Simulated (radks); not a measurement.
Valence configurations of Os I (all share [Xe]). Method: scalar-relativistic Kohn-Sham, BLYP, spin-polarised, spherical densities, finite nucleus; open shells are filled with parallel spins first (spin-orbit coupling, left out, can overturn this in heavy ions); Fermi nuclear charge, rms radius 5.4126 fm; computed with a radial shooting solver on a logarithmic mesh with Libxc functionals. Energies are relative to 4f14 5d6 6s2; eigenvalues in eV for spin up.

valence,E (eV),moment (Bohr magnetons),e(4f),e(5d),e(6p),e(6s)
4f14 5d6 6s2,0.000,4,-51.688,-6.942,-,-6.468
4f13 5d6 6s2 6p1,56.388,6,-67.015,-11.683,-2.559,-8.620
4f12 5d6 6s2 6p2,126.22,8,-83.244,-16.705,-3.648,-10.657
4f14 5d4 6s2 6p2,13.207,6,-60.730,-13.654,-3.563,-10.227
4f14 5d5 6s2 6p1,4.207,6,-56.037,-10.455,-2.550,-8.496
4f13.5 5d6 6s2 6p0.5,26.571,5,-59.231,-9.276,-1.988,-7.564
4f14 5d6 6s1 6p1,3.877,6,-53.248,-8.488,-2.298,-7.804
4f13.5 5d6.5 6s2,24.305,4,-56.979,-7.420,-,-6.470
4f14 5d7 6s1,0.878,4,-49.310,-5.242,-,-5.845
4f14 5d3 6s2 6p3,24.386,6,-65.511,-16.777,-4.516,-11.844

NIST lists [Xe] 4f14 5d6 6s2 as the ground configuration; this level of theory agrees among the configurations tried. The energies are those of spherical high-spin densities, not of single terms.
